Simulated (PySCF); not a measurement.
# Cobalt: a sound run and one with changed settings

Sound run: Co²⁺ [Ar] 3d7, Co³⁺ [Ar] 3d6. All numbers are calculated (PySCF 2.14, the spin-free X2C one-electron Hamiltonian (Gaussian nucleus), in x2c-SVPall). The sound run starts from symmetry-adapted Hartree-Fock orbitals and uses a fine grid where one is needed.

Changed run: 26 angular points. This setting is unsound on purpose.

```json
{"species": "Co²⁺", "method": "UHF", "sound run (hartree)": "-1390.81514", "changed run (hartree)": "-1390.81514", "converged": "yes"}
{"species": "Co²⁺", "method": "LDA", "sound run (hartree)": "-1389.37122", "changed run (hartree)": "-1389.40149", "converged": "yes"}
{"species": "Co²⁺", "method": "MN15", "sound run (hartree)": "-1392.80657", "changed run (hartree)": "-1392.72080", "converged": "yes"}
{"species": "Co³⁺", "method": "UHF", "sound run (hartree)": "-1389.65902", "changed run (hartree)": "-1389.65902", "converged": "yes"}
{"species": "Co³⁺", "method": "LDA", "sound run (hartree)": "-1388.09504", "changed run (hartree)": "-1388.11220", "converged": "yes"}
{"species": "Co³⁺", "method": "MN15", "sound run (hartree)": "-1391.56904", "changed run (hartree)": "-1391.52528", "converged": "yes"}
```

Ionisation energy of Co²⁺:

| method | sound run (eV) | changed run (eV) |
| --- | --- | --- |
| UHF | 31.460 | 31.460 |
| LDA | 34.727 | 35.083 |
| MN15 | 33.675 | 32.532 |

A coarse angular grid integrates products of high-l functions wrongly, so density functionals can shift, and the SCF can exploit the error; Hartree-Fock and MP2 need no grid.

For comparison, NIST gives 33.5 ± 0.06 eV between the lowest levels.
